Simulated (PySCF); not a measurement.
## Relaxation of doublet WO2F

Computed with UPBE0 in PySCF with W def2-TZVP with ECP60, O def2-TZVP, F def2-TZVP; scalar-relativistic core potentials, no spin–orbit coupling; density-fitted integrals. A (50,194) grid was used.

A start displaced from a saddle point along its imaginary mode, of Cs symmetry, held to at least that symmetry:

```xyz
4
charge 0 multiplicity 2, angstrom
W     0.0000    0.0657   -0.0211
O     1.4072   -0.2500   -0.9798
O    -1.4072   -0.2500   -0.9798
F     0.0000   -0.2151    1.8546
```

Optimiser trace:
```csv
step,E − E(last) (kJ/mol),largest gradient (Eh/bohr)
0,8.02,0.03031
1,2.27,0.02190
2,0.17,0.00200
3,0.04,0.00165
4,0.00,0.00025
5,0.00,0.00006
```

It ends at Cs with W–F 1.867 Å, W–O 1.699 Å (×2); F–W–O 119.7° (×2), O–W–O 110.0° (after a last refinement on a finer grid). A frequency run shows a minimum. Other isomers or separated fragments may lie lower.

Other spin states or occupations of the open shell can lie lower. With an element this heavy the missing spin–orbit coupling can shift these numbers.
